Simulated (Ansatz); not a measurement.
Input for Ansatz (an electronic-structure program): R-CCSD(T)/def2-TZVPP on HIOSi (SMILES O[Si]I), a point of a torsion scan. Elements past Kr take the def2 small-core potentials; no spin–orbit coupling. The run froze 15 orbitals, filled d shells among them.

Ansatz 0.2 input:
```yaml
crystal:
  periodic: [false, false, false]
  atoms:
    - {symbol: O, position_ang: [-1.03926109, 0.18804847, 0.16726306]}
    - {symbol: Si, position_ang: [0.37732122, 0.93549952, -0.06135832]}
    - {symbol: I, position_ang: [-0.45990132, 3.16045171, -0.85804709]}
    - {symbol: H, position_ang: [-1.45932177, -0.58773492, -0.17956074]}
basis:
  gaussian:
    orbitals: def2-TZVPP
magnetization: {spin_polarized: false}
correlation: {method: ccsd_t, electrons: outside_noble_gas}
scf: {lower_state_search: off}
```

The head of its log:

```
WARN ansatz: RAYON_NUM_THREADS=1 ignored (pool sized by the plan → 1); use --threads N
Functional definition: HF
these checks for a lower state are left out or cut short: stability, starts, cluster_reference, orbital_swaps, neighbouring_geometries, increment
integrals: 0.26 GiB planned
1008 factors; integrals over basis functions are off by at most 9.5e-4 eV
mean field: 0.39 GiB planned
mean field evaluation 1: about -17987.7552 eV, gradient 3.7e1 eV
mean field evaluation 2: about -17987.8539 eV, gradient 3.7e1 eV
mean field evaluation 4: about -17990.3663 eV, gradient 2.4e0 eV
mean field evaluation 8: about -17990.4105 eV, gradient 3.2e-1 eV
mean field evaluation 16: about -17990.4115 eV, gradient 1.5e-6 eV
mean field -17990.41146293 eV, -661.1354269238 hartree, gradient 1.5e-6 eV, S^2 0.000000; 0 other end points of the search recorded, 0 dependent functions left out
15 core orbitals not correlated
reference -17990.41146293 eV, -661.1354269238 hartree; 9, 9 occupied and 113, 113 virtual orbitals, 1008 factors
```

**Question.** Predict the final total energy.

**Answer.** -661.6544 hartree (reference determinant -661.1354, T1 diagnostic 0.016).
